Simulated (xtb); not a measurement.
B(AsH2)(F)2 (AsBF2H2), SMILES FB([AsH2])F. All values are semi-empirical tight-binding results from xtb (GFN2-xTB unless named), good for trends rather than for accurate numbers. Geometry: GFN2-xTB.

Optimised geometry:

Bonds (Å): B1–As2 2.014, B1–F5 1.320, B1–F6 1.320, As2–H3 1.499, As2–H4 1.499. Angles (°): As2–B1–F5 123.3, As2–B1–F6 123.3, F5–B1–F6 113.3, B1–As2–H3 92.8, B1–As2–H4 92.8, H3–As2–H4 90.6.
Charge 0, spin multiplicity 1.

```json
{
 "point_group_as_xtb_finds_it": "Cs",
 "orbital_gap": "4.39 eV",
 "zero_point_energy": "14.5 kcal/mol",
 "G − E(el) at 298.15 K (modified RRHO)": "-4.3 kcal/mol",
 "static polarisability (D4 model)": "48.6 bohr³",
 "solvation energy, GFN2-xTB/ALPB(water)": "-1.8 kcal/mol",
 "solvation energy, GFN2-xTB/ALPB(octanol)": "-2.9 kcal/mol"
}
```

Problem. Give the atomic charges and the Wiberg bond orders between heavy atoms. (Estimate from the structure and the level; the computed values follow.)

Solution. charges (e) B1 0.47, As2 0.06, H3 -0.01, H4 -0.01, F5 -0.26, F6 -0.26. Bond orders B1–As2 1.01, B1–F5 1.09, B1–F6 1.09.
